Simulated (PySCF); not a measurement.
# One molecule, several mistakes: H6N2Si2

These are calculations, not measurements. The program is PySCF 2.14.0, an open-source quantum chemistry code, run on an isolated molecule that a program drew, which may never have been made. The molecule is H6N2Si2 (charge 0, singlet), drawn as the SMILES string `N=[SiH][SiH2]N`.

Each row is a Hartree-Fock (HF) and frozen-core CCSD(T) single point in the cc-pV(D+d)Z basis, meant for a local HF minimum. Run 1 is clean. Each other run has one planted mistake out of seven kinds, and not every kind appears here: one electron removed, one electron added, multiplicity raised by two, geometry at a saddle point, minimal basis STO-3G, one bond length entered in bohr, all coordinates scaled. The reference is restricted for singlets and unrestricted otherwise, and also for a bond in bohr. Adding or removing an electron swaps singlet and doublet. Electrons count all cores. HOMO and LUMO are orbital energies over both spins, the gradient is its largest component, and the lowest frequency (negative if imaginary) is given only where the gradient is small. Bond lengths are over the 9 bonds as drawn. T1 is the CCSD diagnostic: over 0.02 (restricted) or 0.045 (unrestricted) a single reference is doubtful.

Geometry of the clean run:
```xyz
10
H6N2Si2, angstrom
N     0.3554   -3.1474   -1.5593
Si   -0.4096   -2.6567   -0.2616
Si   -2.1399   -1.0317   -0.1104
N    -2.5824   -0.3349   -1.6231
H     0.1324   -2.7678   -2.4632
H    -0.0017   -3.2820    1.0153
H    -1.6718    0.0426    0.7954
H    -3.3280   -1.6902    0.4797
H    -3.0636   -0.9019   -2.2969
H    -1.9309    0.2691   -2.0897
```

| run | electrons | basis functions | <S^2> | HOMO (eV) | LUMO (eV) | gradient (hartree/bohr) | lowest frequency (cm^-1) | mean bond (Å) | longest bond (Å) | T1 | HF (hartree) | CCSD(T) (hartree) | mistake |
|---|---|---|---|---|---|---|---|---|---|---|---|---|---|
| 1 | 48 | 104 | 0.000 | -9.63 | 1.89 | 2.1e-05 | 64 | 1.4600 | 2.378 | 0.0173 | -690.24909 | -690.85318 | no fault |
| 2 | 49 | 104 | 0.777 | 0.34 | 7.82 | 4.5e-02 | - | 1.4600 | 2.378 | 0.0161 | -690.20836 | -690.81638 | one electron added |
| 3 | 47 | 104 | 0.794 | -15.32 | -5.31 | 7.0e-02 | - | 1.4600 | 2.378 | 0.0483 | -689.97669 | -690.54158 | one electron removed |
| 4 | 48 | 104 | 0.000 | -9.61 | 1.78 | 1.8e-02 | - | 1.4906 | 2.428 | 0.0181 | -690.24467 | -690.85423 | all coordinates scaled |
| 5 | 48 | 34 | 0.000 | -6.40 | 7.47 | 3.5e-02 | - | 1.4600 | 2.378 | 0.0152 | -682.10112 | -682.35318 | ? |

**Which mistake was planted in run 5, and what did it cost?**

It has 34 basis functions where the clean run has 104, with the same electrons and geometry. So the mistake is: minimal basis STO-3G. Subtracting run 1 and multiplying by 627.51 kcal/mol a hartree, the energy moved by 5112.9 kcal/mol in HF and 5333.8 kcal/mol in CCSD(T).

Cautions from the logs. Run 2: the HOMO is above zero, so the electron isn't bound and the energy depends on the basis; run 3: T1 is over the limit, so its CCSD(T) energy is less reliable.
